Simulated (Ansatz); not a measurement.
`[SiH3]C[SiH](Cl)Cl` + HI → `Cl[SiH](Cl)I` + `C[SiH3]` at 298.15 K and 1 bar (ligand exchange at the Si–C bond).

Calculated with Ansatz (gas phase, PBE0-D4/def2-TZVP geometries, no zero-point term in ΔE). CBS: MP2 limit from def2 TZ/QZ plus the TZ coupled-cluster correction, frozen cores. This one scheme is used for every species. def2 core potentials past Kr. For I outer-core shells are correlated without core-valence functions, which leaves a few kJ/mol of doubt a bond. Each species was taken in one conformer, which may not be the lowest.

| species | CCSD(T)/CBS energy (Eh) | H − E (kJ/mol) | S (J/(mol·K)) |
| --- | --- | --- | --- |
| `[SiH3]C[SiH](Cl)Cl` | -1539.49563 | 193.5 | 386.1 |
| HI | -298.03592 | 22.7 | 206.5 |
| `Cl[SiH](Cl)I` | -1506.81701 | 52.0 | 344.2 |
| `C[SiH3]` | -330.73916 | 173.3 | 255.5 |

H − E and S are ideal-gas, rigid-rotor, harmonic terms from PBE0-D4/def2-TZVP, for one conformer and one mirror image of each species. 1 Eh = 2625.50 kJ/mol, R = 8.31446 J/(mol·K).

Q: By hand: ΔE, ΔH, ΔS and ΔG.

A: ΔE = (-1506.81701) + (-330.73916) − (-1539.49563) − (-298.03592) = -0.02462 Eh = -64.6 kJ/mol. Δ(H − E) = 52.0 + 173.3 − 193.5 − 22.7 = 9.1, so ΔH = -55.5 kJ/mol. ΔS = 344.2 + 255.5 − 386.1 − 206.5 = 7.1 J/(mol·K). ΔG = -55.5 − 298.15 × (7.1)/1000 = -57.6 kJ/mol.

Q: By hand: the equilibrium constant, and the temperature at which ΔG would vanish if ΔH and ΔS stayed fixed.

A: log₁₀ K = −ΔG/(RT ln 10) = 10.1. ΔH and −TΔS have one sign here, so there is no such temperature.

The number of gas molecules stays the same, so ΔS is small and ΔH decides. A doubt of 5 kJ/mol in ΔE shifts log₁₀ K by 0.9 here. Other conformers and mirror images would add mixing entropy, several J/(mol·K) or more a flexible species. Modes under 60 cm⁻¹, often nearly free rotors, make the harmonic entropy too high. These are equilibria of isolated gas molecules and say nothing of rates. Largest T1 diagnostic: 0.010 (customary marks: 0.02 for closed shells, 0.045 for open ones).

ΔS is within the doubt of such terms, so its sign, and with it that verdict, could turn.
